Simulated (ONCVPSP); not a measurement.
## Transferability test, ONCV potential for scandium

scandium, optimised norm-conserving Vanderbilt (ONCV), made with ONCVPSP 4.0.1 (revPBE, scalar-relativistic). Core [Ar], reference 3d1 4s1.75 4p0.25. Waves: 4s: rc 3.05 bohr, ncon 3, nbas 6, qcut 1.9 1/bohr, 2 projectors, debl 2.1 Ha; 4p: rc 3.90 bohr, ncon 4, nbas 8, qcut 1.9 1/bohr, 2 projectors, debl 1.7 Ha; 3d: rc 2.20 bohr, ncon 4, nbas 9, qcut 7.2 1/bohr, 2 projectors, debl 3.2 Ha. Local part: polynomial inside 1.75 bohr (lpopt 1, dvloc0 -1 Ha). Core correction: none.

Energies are relative to the spin-unpolarised reference configuration 3d1 4s1.75 4p0.25; without spin polarisation the order of configurations can differ from experiment.

Question: Give the all-electron excitation energy and the error of the potential for: 3d1 4s2 4p0; 3d1 4s1 4p0; 3d1 4s0 4p0; 3d2 4s0 4p0.

Answer:

```json
{"valence configuration": "3d1 4s2 4p0", "charge": "0", "ΔE all-electron (eV)": "-0.676", "error AE − PS (meV)": "+0.1"}
{"valence configuration": "3d1 4s1 4p0", "charge": "+1", "ΔE all-electron (eV)": "6.159", "error AE − PS (meV)": "-8.9"}
{"valence configuration": "3d1 4s0 4p0", "charge": "+2", "ΔE all-electron (eV)": "18.798", "error AE − PS (meV)": "+231"}
{"valence configuration": "3d2 4s0 4p0", "charge": "+1", "ΔE all-electron (eV)": "6.807", "error AE − PS (meV)": "+176"}
```

Note: no bound ghost flagged; GHOST(+) flagged for s at 36.6 eV, p at 59.1 eV.
